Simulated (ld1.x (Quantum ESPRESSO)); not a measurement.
**Before and after: TM potential for silver (Ag)**

silver, norm-conserving Troullier–Martins (Kleinman–Bylander form), made with ld1.x (Quantum ESPRESSO) 7.5 (Wu–Cohen, scalar-relativistic). Core [Ar] 3d10, reference 4s2 4p6 4d10 5s0 5p0 (charge +1). Waves: 4s (bound): rc 1.30 bohr; 4d (bound): rc 1.85 bohr; 4p (bound): rc 1.50 bohr. Local part: the p channel. Core correction: Bessel-smoothed model core inside 1.25 bohr.

Change: wave 4d (bound): rc 1.85 bohr becomes 4d (bound): rc 2.56 bohr.

Cutoffs: the cutoffs (Ry, on a coarse ladder) from which the occupation-weighted sum of valence levels, in a spherical-Bessel basis at the reference potential, stays within 10 and 1 mRy of its value at 400 Ry; they do not see the model core or the augmentation charge, which bear on the density cutoff. Errors are all-electron minus pseudo energies relative to the spin-unpolarised reference configuration.

Task: What does the change do?

Result: The potential gets softer (90 Ry and 140 Ry → 90 Ry and 120 Ry); of the 7 tests that both files solve, the error grows in 2 and shrinks in 2 by more than 15 % and 0.3 meV (median size 427.4 → 336.6 meV); neither file shows a bound ghost. A larger radius leaves more room for a smooth pseudo-wave, so fewer plane waves are needed.

| quantity | base | changed |
| --- | --- | --- |
| cutoff, loose | 90 Ry | 90 Ry |
| cutoff, tight | 140 Ry | 120 Ry |
| loose cutoff by channel (10 mRy a level) | s 80 Ry, d 50 Ry, p 35 Ry | s 80 Ry, d 35 Ry, p 35 Ry |
| bound ghosts | none | none |
| error for 4s2 4p6 4d10 5s1 5p0, meV [ΔE -7.73 eV] | +427 | +433 |
| error for 4s2 4p6 4d9 5s0 5p0, meV [ΔE 22.13 eV] | +4.2 | +23 |
| error for 4s2 4p6 4d8 5s0 5p0, meV [ΔE 58.33 eV] | +32 | +178 |
| error for 4s2 4p5 4d10 5s1 5p0, meV [ΔE 57.50 eV] | +643 | +445 |
| error for 4s1 4p6 4d10 5s1 5p0, meV [ΔE 94.30 eV] | +608 | +337 |
| error for 4s2 4p6 4d10 5s0.5 5p0, meV [ΔE -4.72 eV] | +247 | +248 |
| error for 4s2 4p6 4d9 5s2 5p0, meV [ΔE -3.68 eV] | +1062 | +1136 |
